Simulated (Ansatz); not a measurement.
```yaml
crystal:
  periodic: [false, false, false]
  atoms:
    - {symbol: Ga, position_ang: [0.304004, -1.198205, 0.929638]}
    - {symbol: As, position_ang: [0.138655, 1.324768, 0.375473]}
    - {symbol: As, position_ang: [-0.442659, -0.126563, -1.305111]}
basis:
  gaussian: {orbitals: aug-cc-pVDZ}
magnetization: {spin_polarized: true, initial_magnetization: 1}
hamiltonian: {xc: {name: r2SCANh}, dispersion: d4, pseudopotentials: {relativity: none}}
scf: {omitted_lower_state_checks: [starts]}
```

```sh
$ ansatz run in.yaml --threads 4 --pin off --events-out ev --progress --plain --max-ram 3916MiB
```

Shortened log:

```
Functional definition: r2SCANh
  name "r2SCANh"
  cite "Bursch, Neugebauer, Ehlert & Grimme, J. Chem. Phys. 156, 134105 (2022) doi:10.1063/5.0086040"
  cite "Furness, Kaplan, Ning, Perdew & Sun, J. Phys. Chem. Lett. 11, 8208 (2020) doi:10.1021/acs.jpclett.0c02405"
  cite "Furness, Kaplan, Ning, Perdew & Sun, J. Phys. Chem. Lett. 11, 9248 (2020) doi:10.1021/acs.jpclett.0c03077"
  parent r2scan
  parameter a = 0.1
  parameter k0 = 0.174
  parameter k1 = 0.065
  parameter a1 = 4.9479
  exchange = (1 - a)*r2scan_x(k0 = k0, k1 = k1, a1 = a1) + a*exact_x
  correlation = r2scan_c
these checks for a lower state are left out or cut short: starts
1262 factors; integrals over basis functions are off by at most 6.6e-4 eV
mean field evaluation 1: about -174056.4444 eV, gradient 8.9e0 eV
mean field evaluation 2: about -174056.5349 eV, gradient 8.4e0 eV
mean field evaluation 4: about -174057.0606 eV, gradient 7.2e-1 eV
mean field evaluation 8: about -174057.0614 eV, gradient 2.7e-2 eV
mean field evaluation 16: about -174057.0614 eV, gradient 2.8e-4 eV
mean field -174057.06137785 eV, -6396.4790255223 hartree, gradient 8.8e-6 eV, S^2 0.757572; 0 other end points of the search recorded, 0 dependent functions left out
reference -174057.06140212 eV, -6396.4790264143 hartree; 49, 48 occupied and 59, 60 virtual orbitals, 1262 factors
Total energy: -174057.08674539 eV, -6396.4799577624 hartree
Checks for a lower state left out: starts
```

It took 8.5 s on 4 threads of Arm Neoverse V2 on a shared host, peak host memory 0.57 GiB.
